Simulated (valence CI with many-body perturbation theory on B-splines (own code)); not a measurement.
## E1 transitions of Dy15+

Level of theory: configuration interaction combined with many-body perturbation theory (CI+MBPT): five valence electrons over a frozen Dirac-Fock core [Kr] 4d10, radial functions for each j: 7 s, 7 p, 7 d, 7 f, 4 g, 2 h, with the one-electron correlation potential Σ1 (screened to all orders), the two-electron term Σ2, the three-electron term Σ3, Breit, model QED; selected single and double excitations, second order for the rest, scaled by the run's own slope (own B-spline code, finite nucleus).

No measured spectrum was set against this ion. As an estimate, terms of the open shell hold to a few per cent of their energy, and close levels can change places; configurations with another count of f electrons can be misplaced by thousands of cm⁻¹. Among the levels kept, up to 1300 cm⁻¹ of a level comes from second order outside the variational space, and about a tenth of that is noise between levels of different J, which matters for small intervals.

Lines 151 to 200 of 550 in falling wavelength, among levels below 87878 cm⁻¹, chosen from the strongest by gf and those to the six lowest levels. Wavelengths and rates use the calculated energies, so an error of 2000 cm⁻¹ moves a line at 3869 Å by 7.7 % and its rate by three times that or more. Electric multipoles are in the length gauge, E1 and E2 with the static RPA response of the core. Weak lines are less certain than strong ones. Lines between different terms over intervals too small for the method are left out, as are lines whose strength nearly cancels. Where a level lies close to another of its J and parity, the split of strength between their lines is uncertain. The highest levels of a list are the least certain.

Names give the largest LS component (configuration and term), which can be under half, so a name can repeat, a term be missing and a line seem to break the LS rules; names also repeat where a configuration has a term twice. Letters in brackets count levels of one name in rising energy.

```tsv
λ vac (Å)	Upper	Lower	A (s⁻¹)	log gf	Branch %
3869	4f4.5s 4F_9/2 [b]	4f5 4F°_7/2 [a]	7.59e+01	-5.77	6.9
3848	4f5 2L°_17/2	4f4.5s 4I_15/2 [a]	6.26e+01	-5.60	52.0
3819	4f4.5s 6F_9/2	4f5 6F°_11/2	3.13e+01	-6.17	3.9
3811	4f4.5s 2G_7/2 [b]	4f5 4F°_9/2 [b]	8.00e+01	-5.86	2.8
3806	4f4.5s 4L_15/2	4f5 4L°_13/2	3.01e+01	-5.98	4.9
3789	4f4.5s 4L_13/2	4f5 4I°_11/2 [a]	2.77e+01	-6.08	5.8
3771	4f4.5s 6G_9/2 [b]	4f5 4G°_7/2 [a]	4.35e+01	-6.03	2.6
3764	4f4.5s 4F_5/2 [b]	4f5 6P°_5/2	5.42e+01	-6.16	3.8
3764	4f4.5s 2K_13/2	4f5 4L°_15/2	2.43e+01	-6.14	6.2
3753	4f4.5s 4S_3/2 [b]	4f5 4F°_5/2 [a]	2.78e+02	-5.63	34.5
3753	4f4.5s 4F_7/2 [a]	4f5 4G°_5/2 [b]	9.27e+01	-5.81	6.7
3703	4f4.5s 4L_19/2	4f5 4M°_21/2	1.15e+02	-5.32	42.6
3698	4f4.5s 4M_21/2	4f5 4L°_19/2	2.42e+02	-4.96	21.6
3686	4f4.5s 6D_5/2	4f5 4G°_7/2 [b]	7.00e+01	-6.07	1.8
3686	4f4.5s 6F_7/2	4f5 6F°_9/2	7.24e+01	-5.93	9.1
3672	4f4.5s 4I_13/2 [b]	4f5 4H°_11/2 [a]	1.45e+02	-5.39	8.2
3639	4f4.5s 4M_15/2	4f5 4M°_17/2	1.04e+02	-5.48	25.5
3623	4f4.5s 4H_7/2	4f5 4G°_5/2 [a]	6.61e+01	-5.98	4.2
3612	4f4.5s 4I_11/2 [b]	4f5 4F°_9/2 [a]	9.34e+01	-5.66	6.3
3612	4f4.5s 2D_3/2	4f5 4P°_1/2 [a]	1.26e+02	-6.00	7.0
3600	4f4.5s 4F_5/2 [a]	4f5 4G°_5/2 [b]	2.50e+02	-5.54	23.3
3594	4f4.5s 6F_5/2	4f5 6F°_7/2	1.21e+02	-5.85	17.4
3588	4f4.5s 4G_9/2 [b]	4f5 4H°_11/2 [a]	4.17e+01	-6.09	0.7
3587	4f4.5s 2L_15/2 [a]	4f5 4K°_17/2 [a]	2.85e+01	-6.06	6.8
3570	4f4.5s 2L_15/2 [b]	4f5 2M°_17/2 [a]	6.41e+01	-5.71	6.6
3560	4f4.5s 4I_13/2 [b]	4f5 4K°_15/2 [a]	3.42e+01	-6.04	1.9
3560	4f4.5s 4F_7/2 [c]	4f5 4F°_9/2 [a]	2.65e+02	-5.39	13.1
3548	4f4.5s 4G_9/2 [b]	4f5 4H°_9/2	1.51e+02	-5.54	2.7
3539	4f4.5s 6D_7/2	4f5 6P°_7/2	7.61e+01	-5.94	1.9
3528	4f4.5s 2I_11/2	4f5 2K°_13/2 [a]	7.75e+01	-5.76	3.6
3522	4f4.5s 4L_17/2	4f5 4M°_19/2	1.37e+02	-5.34	41.5
3517	4f4.5s 4G_5/2 [a]	4f5 4F°_3/2 [a]	7.56e+01	-6.07	3.4
3516	4f4.5s 4I_15/2 [b]	4f5 4H°_13/2 [a]	1.27e+02	-5.42	6.7
3516	4f4.5s 4M_19/2	4f5 4K°_17/2 [a]	1.21e+02	-5.35	8.8
3504	4f4.5s 4M_17/2	4f5 4L°_15/2	5.88e+01	-5.71	7.3
3504	4f4.5s 4G_7/2	4f5 4F°_7/2 [a]	1.05e+02	-5.81	2.7
3483	4f4.5s 6F_3/2	4f5 6F°_5/2	2.01e+02	-5.84	30.8
3481	4f5 4K°_17/2 [b]	4f4.5s 4K_15/2	1.11e+02	-5.44	9.9
3478	4f4.5s 2D_5/2 [b]	4f5 4P°_3/2 [a]	1.02e+02	-5.96	8.6
3462	4f4.5s 2L_15/2 [b]	4f5 2K°_13/2 [a]	3.97e+01	-5.94	4.1
3459	4f4.5s 4F_3/2 [a]	4f5 4F°_3/2 [a]	4.60e+02	-5.48	38.5
3456	4f4.5s 4L_13/2	4f5 4M°_15/2	3.46e+02	-5.06	73.1
3450	4f4.5s 4I_15/2 [b]	4f5 4K°_15/2 [a]	6.26e+01	-5.75	3.3
3447	4f4.5s 4M_15/2	4f5 4I°_13/2 [a]	8.40e+01	-5.62	20.5
3445	4f4.5s 2M_17/2	4f5 4K°_15/2 [a]	2.74e+01	-6.06	6.8
3433	4f4.5s 6F_1/2	4f5 6F°_3/2	3.22e+02	-5.94	49.2
3432	4f4.5s 2F_5/2	4f5 2F°_5/2 [a]	2.10e+02	-5.65	12.2
3423	4f4.5s 4P_1/2 [b]	4f5 4D°_1/2	2.22e+02	-6.11	30.6
3414	4f4.5s 4G_9/2 [a]	4f5 4F°_7/2 [a]	1.20e+02	-5.68	9.7
3413	4f4.5s 2H_11/2	4f5 4G°_9/2 [b]	1.60e+02	-5.48	12.5
```
